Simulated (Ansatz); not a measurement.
Consider the isomerisation: `CC[SiH]([SiH3])Cl` → `C[SiH](C)[SiH2]Cl`.

Computed with Ansatz on PBE0-D4/def2-TZVP structures; ΔE is electronic, products minus reactants. CBS: MP2 limit from def2 TZ/QZ plus the TZ coupled-cluster correction, frozen cores. DFT in def2-TZVPP. B3LYP here is the variant with VWN-RPA as its local correlation; programs differ in this. Each species was taken in one conformer, which may not be the lowest.

Q: Is it downhill or uphill in electronic energy at CCSD(T)/CBS, and by how much? (Best estimate.)

A: Computed: Downhill: ΔE = -43.8 kJ/mol.

Q: What do these levels give: B3LYP-D4, ωB97X-V, B2PLYP, PBE, PBE0, HF/def2-TZVPP, MP2/def2-TZVPP, SCS-MP2/def2-TZVPP, CCSD/def2-TZVPP, CCSD(T)/def2-TZVPP, MP2/def2-QZVPP, CCSD/CBS(def2)? (An estimate is asked.)

A: The calculation gave: B3LYP-D4 -44.2, ωB97X-V -42.8, B2PLYP -44.1, PBE -44.0, PBE0 -44.2, HF/def2-TZVPP -40.7, MP2/def2-TZVPP -44.6, SCS-MP2/def2-TZVPP -42.0, CCSD/def2-TZVPP -42.1, CCSD(T)/def2-TZVPP -42.1, MP2/def2-QZVPP -45.6, CCSD/CBS(def2) -43.8 kJ/mol.

Largest T1 diagnostic among the species: 0.010.
